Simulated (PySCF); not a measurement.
C3H8GeS.
Cartesian coordinates in Å at the GFN2-xTB level; atoms count from 1:
```
atom  x, y, z in Å
C1    -2.1555   -0.5086    0.7105
Ge2   -0.7757    0.2964   -0.4242
C3     1.0292   -0.2032    0.2117
C4     2.2099    0.3761   -0.4748
S5     1.1940   -1.2277    1.4607
H6    -3.1518   -0.2254    0.3816
H7    -2.0265   -0.1892    1.7419
H8    -2.0758   -1.5926    0.6800
H9    -0.8494    1.8024   -0.4588
H10   -0.8871   -0.1409   -1.8629
H11    3.1441   -0.0034   -0.0646
H12    2.1572    0.1531   -1.5425
H13    2.1831    1.4635   -0.3763
```

Vertical excitations from PySCF (density fitting, frozen core in the response, grid level 2 and gas phase unless stated; continuum runs use non-equilibrium linear response for the excitations) on a GFN2-xTB geometry. Reference run:

```json
{"settings": "PBE0/def2-SVPD, full TDDFT, 6 singlets", "S1, eV (f)": "2.21 (0.000)", "S2, eV (f)": "5.34 (0.000)", "S3, eV (f)": "5.57 (0.062)", "S4, eV (f)": "5.61 (0.092)", "S5, eV (f)": "5.71 (0.002)", "S6, eV (f)": "6.03 (0.088)", "T1, eV (Tamm–Dancoff)": "1.68", "mean α (au)": "90.0"}
```

Task: What do these settings give: (1) PBE0/def2-SVPD, TDA, 12 singlets; (2) PBE0/def2-SVPD, IEF-PCM acetonitrile, fitting basis def2-qzvpp-jkfit, full TDDFT, 1 singlet?

Result: 
```
                                                                                   settings    S1, eV (f)    S2, eV (f)    S3, eV (f)    S4, eV (f)    S5, eV (f)    S6, eV (f)  T1, eV (Tamm–Dancoff)  mean α (au)
                                                           PBE0/def2-SVPD, TDA, 12 singlets  2.24 (0.000)  5.37 (0.000)  5.59 (0.044)  5.72 (0.009)  5.74 (0.052)  6.11 (0.060)                   1.68         90.0
PBE0/def2-SVPD, IEF-PCM acetonitrile, fitting basis def2-qzvpp-jkfit, full TDDFT, 1 singlet  2.32 (0.000)             –             –             –             –             –                   1.82        127.6
```

(1) S1 moves by +0.03 eV; the lowest Tamm–Dancoff root can't lie below the lowest full-response root of a stable reference. (2) S1 moves by +0.11 eV. States are counted by energy in each run and needn't keep their character from row to row.

Task: Give the leading configurations of S1 (H = HOMO, L = LUMO) and the HOMO–LUMO gap of each run.

Result: 
```json
{"settings": "PBE0/def2-SVPD, full TDDFT, 6 singlets", "S1 configurations (weight)": "H→L 1.00", "S1 (eV)": "2.21", "orbital gap (eV)": "3.95", "S1 − gap (eV)": "-1.74"}
{"settings": "PBE0/def2-SVPD, TDA, 12 singlets", "S1 configurations (weight)": "H→L 1.00", "S1 (eV)": "2.24", "orbital gap (eV)": "3.95", "S1 − gap (eV)": "-1.71"}
{"settings": "PBE0/def2-SVPD, IEF-PCM acetonitrile, fitting basis def2-qzvpp-jkfit, full TDDFT, 1 singlet", "S1 configurations (weight)": "H→L 1.00", "S1 (eV)": "2.32", "orbital gap (eV)": "4.07", "S1 − gap (eV)": "-1.75"}
```

The structure is a single GFN2-xTB conformer; no vibrational corrections. Relativistic effects, spin–orbit coupling among them, are left out although an element past zinc is present.
